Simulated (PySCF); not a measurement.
Bonds: B1-Cl2 1.755 Å, B1-Cl3 1.753 Å, B1-S4 1.782 Å, S4-C5 1.814 Å. C5 carries H6, H7, H8.

Geometry: PBE0-D3(BJ)/def2-SVP; GIAO shifts from PySCF 2.14.0 with density-fitted response routines, gas phase, non-relativistic, averaged over equivalent atoms.

At PBE0/pcSseg-1 (121 basis functions, 13 s wall time on 1 thread of an Arm Neoverse V2, shared host):
```csv
atoms,δ (ppm)
B1,56.4
Cl2/Cl3,231.5
S4,37.4
C5,18.6
H6/H7/H8,2.19
```

Scale: 11B (σref 100.73) against BF3·OEt2; 35Cl (σref 943.27) against HCl; 33S (σref 495.66) against CS2; 13C (σref 184.41) and 1H (σref 31.27) against TMS (reference shieldings calculated alike).

Problem. What do these become at B3LYP/pcSseg-1?

Solution. 
```json
{"atoms": "B1", "δ at B3LYP/pcSseg-1": "59.4", "change": "+3.0"}
{"atoms": "Cl2/Cl3", "δ at B3LYP/pcSseg-1": "228.4", "change": "-3.1"}
{"atoms": "S4", "δ at B3LYP/pcSseg-1": "50.3", "change": "+12.9"}
{"atoms": "C5", "δ at B3LYP/pcSseg-1": "19.4", "change": "+0.8"}
{"atoms": "H6/H7/H8", "δ at B3LYP/pcSseg-1": "2.19", "change": "+0.00"}
```

References, each an isolated molecule treated in the same way: BF3·OEt2 for 11B (σ = 97.83 ppm); 35Cl (σ = 930.46 ppm) against HCl; CS2 for 33S (σ = 485.41 ppm); TMS for 13C (σ = 179.24 ppm) and 1H (σ = 31.38 ppm).

The largest change is at S4 (sulfur bonded to C, B). Cost: 121 basis functions, 6.4 s wall time on 1 thread of an Arm Neoverse V2, shared host.
